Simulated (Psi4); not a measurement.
F3In (SMILES [F][In]([F])[F]), singlet, geometry from GFN2-xTB (such geometries of metal compounds can be far from the true shape) (core potentials on In); Psi4 with SVWN/def2-SVP.

Here is a job for Psi4.
```
memory 2 GB

molecule mol {
0 1
  In    0.000000    0.000000    0.000000
  F    -1.677692   -1.020311    0.030266
  F     0.015199    1.844970   -0.672648
  F     1.662493   -0.824659    0.642382
}

set basis def2-svp
set reference rks
set dft_basis_tolerance 1e-8

energy('svwn')
print_variables()
```

Problem. Predict the main parts of the log of this Psi4 run.

Solution. 
```
   => Loading Basis Set <=

    Name: DEF2-SVP
    Role: ORBITAL
    Keyword: BASIS

    !!!  WARNING: ECP capability is in beta. Please check occupations closely.  !!!

         ---------------------------------------------------------
                                   SCF
               by Justin Turney, Rob Parrish, Andy Simmonett
                          and Daniel G. A. Smith
                              RKS Reference
         ---------------------------------------------------------

  ==> Geometry <==

    Molecular point group: cs
    Full point group: Cs

    Geometry (in Angstrom), charge = 0, multiplicity = 1:

       Center              X                  Y                   Z               Mass
    ------------   -----------------  -----------------  -----------------  -----------------
         IN           0.000000000000    -0.000000000000     0.000000000000   114.903878776000
         F           -0.968477530424     1.708406358981     0.000000000000    18.998403162730
         F            1.963761975637    -0.015477255807     0.000000000000    18.998403162730
         F           -0.995284445213    -1.692929103173     0.000000000000    18.998403162730

  Running in cs symmetry.

  Rotational constants: A =      0.15339  B =      0.15339  C =      0.07669 [cm^-1]
  Rotational constants: A =   4598.37346  B =   4598.37216  C =   2299.18641 [MHz]
  Nuclear repulsion =  190.589984474063726

  Charge       = 0
  Multiplicity = 1
  Electrons    = 48
  Nalpha       = 24
  Nbeta        = 24

  ==> Algorithm <==

  SCF Algorithm Type is DF.
  DIIS enabled.
  MOM disabled.
  Fractional occupation disabled.
  Guess Type is SAD.
  Energy threshold   = 1.00e-06
  Density threshold  = 1.00e-06
  Integral threshold = 1.00e-12

  ==> Primary Basis <==

  Basis Set: DEF2-SVP
    Blend: DEF2-SVP
    Number of shells: 28
    Number of basis functions: 68
    Number of Cartesian functions: 73
    Spherical Harmonics?: true
    Max angular momentum: 2

  Core potential: DEF2-SVP
    Number of shells: 4
    Number of ECP primitives: 18
    Number of ECP core electrons: 28
    Max angular momentum: 3

  ==> DFT Potential <==

   => LibXC <=

    Version 7.1.2
    S. Lehtola, C. Steigemann, M. J. T. Oliveira, and M. A. L. Marques,  SoftwareX 7, 1–5 (2018) (10.1016/j.softx.2017.11.002)

   => Composite Functional: SVWN <=

    Slater exchange
    Vosko, Wilk & Nusair (VWN5_RPA)
    P. A. M. Dirac,  Math. Proc. Cambridge Philos. Soc. 26, 376 (1930) (10.1017/S0305004100016108)
    F. Bloch,  Z. Phys. 57, 545 (1929) (10.1007/BF01340281)
    S. H. Vosko, L. Wilk, and M. Nusair,  Can. J. Phys. 58, 1200 (1980) (10.1139/p80-159)

    Deriv               =              1
    GGA                 =          FALSE
    Meta                =          FALSE

    Exchange Hybrid     =          FALSE
    MP2 Hybrid          =          FALSE

   => Exchange Functionals <=

    1.0000         XC_LDA_X

   => Correlation Functionals <=

    1.0000   XC_LDA_C_VWN_RPA

   => LibXC Density Thresholds  <==

    XC_LDA_C_VWN_RPA:  1.00E-15
    XC_LDA_X:  1.00E-15

   => Molecular Quadrature <=

    Radial Scheme          =       TREUTLER
    Pruning Scheme         =           NONE
    Nuclear Scheme         =       TREUTLER

    Blocking Scheme        =         OCTREE
    BS radius alpha        =              1
    Pruning alpha          =              1
    Radial Points          =             75
    Spherical Points       =            302
    Total Points           =          86502
    Total Blocks           =            726
    Max Points             =            256
    Max Functions          =             66
    Weights Tolerance      =       1.00E-15

   => Loading Basis Set <=

    Name: (DEF2-SVP AUX)
    Role: JKFIT
    Keyword: DF_BASIS_SCF

  ==> Integral Setup <==

  SCF_SUBTYPE=INCORE selected. In-core MEM_DF algorithm will be used.
  Using in-core AOs.

  ==> MemDFJK: Density-Fitted J/K Matrices <==

    J tasked:                   Yes
    K tasked:                    No
    wK tasked:                   No
    Algorithm:                 Core
    Schwarz Cutoff:           1E-12
    Mask sparsity (%):       2.7682
    Fitting Condition:        1E-10

   => Auxiliary Basis Set <=

  Basis Set: (DEF2-SVP AUX)
    Blend: DEF2-UNIVERSAL-JKFIT
    Number of shells: 121
    Number of basis functions: 449
    Number of Cartesian functions: 588
    Spherical Harmonics?: true
    Max angular momentum: 5

  Minimum eigenvalue in the overlap matrix is 3.6254820332E-02.
  Reciprocal condition number of the overlap matrix is 1.1375136273E-02.
    Using symmetric orthogonalization.

  ==> Pre-Iterations <==

  SCF Guess: Superposition of Atomic Densities via on-the-fly atomic UHF (no occupation information).

   -------------------------
    Irrep   Nso     Nmo
   -------------------------
     A'        48      48
     A"        20      20
   -------------------------
    Total      68      68
   -------------------------

  ==> Iterations <==

                           Total Energy        Delta E     RMS |[F,P]|

   @DF-RKS iter SAD:  -486.86323009022470   -4.86863e+02   0.00000e+00
   @DF-RKS iter   1:  -488.06766585642919   -1.20444e+00   1.31202e-02 DIIS/ADIIS
   @DF-RKS iter   2:  -487.13954413847171    9.28122e-01   3.32012e-02 DIIS/ADIIS
   @DF-RKS iter   3:  -488.21663990148232   -1.07710e+00   3.20054e-03 DIIS/ADIIS
   @DF-RKS iter   4:  -488.21990990102938   -3.27000e-03   2.38329e-03 DIIS/ADIIS
   @DF-RKS iter   5:  -488.22543905185046   -5.52915e-03   5.77581e-04 DIIS/ADIIS
   @DF-RKS iter   6:  -488.22578708163877   -3.48030e-04   8.98869e-05 DIIS
   @DF-RKS iter   7:  -488.22579594384945   -8.86221e-06   1.62127e-05 DIIS
   @DF-RKS iter   8:  -488.22579610357224   -1.59723e-07   1.05438e-05 DIIS
   @DF-RKS iter   9:  -488.22579622289135   -1.19319e-07   5.23744e-07 DIIS
  Energy and wave function converged.

  ==> Post-Iterations <==

   Electrons on quadrature grid:
      Ntotal   =   48.0000316666 ; deviation = 3.167e-05

    Orbital Energies [Eh]
    ---------------------

    Doubly Occupied:

       1Ap   -24.095704     2Ap   -24.095684     3Ap   -24.095575
       4Ap    -4.550961     1App   -3.003248     5Ap    -2.991839
       6Ap    -2.991839     7Ap    -1.030751     8Ap    -1.026688
       9Ap    -1.026681     2App   -0.774439     3App   -0.774439
      10Ap    -0.773033    11Ap    -0.762387    12Ap    -0.762386
      13Ap    -0.464289    14Ap    -0.397986    15Ap    -0.397982
       4App   -0.371006     5App   -0.352505     6App   -0.352491
      16Ap    -0.350913    17Ap    -0.350909    18Ap    -0.349462

    Virtual:

      19Ap    -0.195123     7App   -0.109548    20Ap    -0.007521
      21Ap    -0.007519    22Ap     0.104363     8App    0.119013
      23Ap     0.174600    24Ap     0.174601     9App    0.286372
      10App    0.286374    25Ap     0.308604    26Ap     0.453880
      27Ap     0.453885    28Ap     1.033083    29Ap     1.118766
      11App    1.123629    12App    1.136145    13App    1.136162
      30Ap     1.144958    31Ap     1.144984    32Ap     1.228738
      33Ap     1.228756    34Ap     1.469900    35Ap     1.637983
      36Ap     1.638018    37Ap     2.947517    14App    2.967802
      15App    2.970472    16App    2.970845    38Ap     2.975389
      39Ap     2.975655    17App    2.977087    40Ap     2.982343
      18App    3.002118    19App    3.002489    41Ap     3.007102
      42Ap     3.007258    43Ap     3.007898    44Ap     3.095626
      45Ap     3.095710    20App   15.622067    46Ap    16.412324
      47Ap    16.412324    48Ap    60.825337

    Final Occupation by Irrep:
             Ap   App
    DOCC [    18,    6 ]
    NA   [    18,    6 ]
    NB   [    18,    6 ]

  @DF-RKS Final Energy:  -488.22579622289135

   => Energetics <=

    Nuclear Repulsion Energy =            190.5899844740637263
    One-Electron Energy =               -1133.0943654322782095
    Two-Electron Energy =                 501.1116712936930071
    DFT Exchange-Correlation Energy =     -46.8330865583698710
    Empirical Dispersion Energy =           0.0000000000000000
    VV10 Nonlocal Energy =                  0.0000000000000000
    Total Energy =                       -488.2257962228913470

Computation Completed

Properties will be evaluated at   0.000000,   0.000000,   0.000000 [a0]

Properties computed using the SCF density matrix

 Multipole Moments:

 ------------------------------------------------------------------------------------
     Multipole            Electronic (a.u.)      Nuclear  (a.u.)        Total (a.u.)
 ------------------------------------------------------------------------------------

 L = 1.  Multiply by 2.5417464519 to convert [e a0] to [Debye]
 Dipole X            :         -0.0000488            0.0000000           -0.0000488
 Dipole Y            :         -0.0000318            0.0000000           -0.0000318
 Dipole Z            :          0.0000000            0.0000000            0.0000000
 Magnitude           :                                                    0.0000583

 ------------------------------------------------------------------------------------

  Variable Map:
  ----------------------------------------------------------------------------
  "CURRENT ENERGY"              =>    -488.225796222891
  "CURRENT REFERENCE ENERGY"    =>    -488.225796222891
  "DD SOLVATION ENERGY"         =>       0.000000000000
  "DFT FUNCTIONAL TOTAL ENERGY" =>    -488.225796222891
  "DFT TOTAL ENERGY"            =>    -488.225796222891
  "DFT VV10 ENERGY"             =>       0.000000000000
  "DFT XC ENERGY"               =>     -46.833086558370
  "GRID ELECTRONS ALPHA"        =>      24.000015833296
  "GRID ELECTRONS BETA"         =>      24.000015833296
  "GRID ELECTRONS TOTAL"        =>      48.000031666593
  "NUCLEAR REPULSION ENERGY"    =>     190.589984474064
  "ONE-ELECTRON ENERGY"         =>   -1133.094365432278
  "PCM POLARIZATION ENERGY"     =>       0.000000000000
  "PE ENERGY"                   =>       0.000000000000
  "SCF ITERATION ENERGY"        =>    -488.225796222891
  "SCF ITERATIONS"              =>       9.000000000000
  "SCF TOTAL ENERGY"            =>    -488.225796222891
  "TWO-ELECTRON ENERGY"         =>     501.111671293693
  "XC GRID RADIAL POINTS"       =>      75.000000000000
  "XC GRID SPHERICAL POINTS"    =>     302.000000000000
  "XC GRID TOTAL POINTS"        =>   86502.000000000000

  Array Variable Map:
  ----------------------------------------------------------------------------
  "CURRENT DIPOLE"              =>      -0.000048834707 ... 0.000000000000 1 by 3
  "SCF DIPOLE"                  =>      -0.000048834707 ... 0.000000000000 1 by 3
  "SCF TOTAL ENERGIES"          =>    -486.863230090225 ... -488.225796222891 1 by 10
```
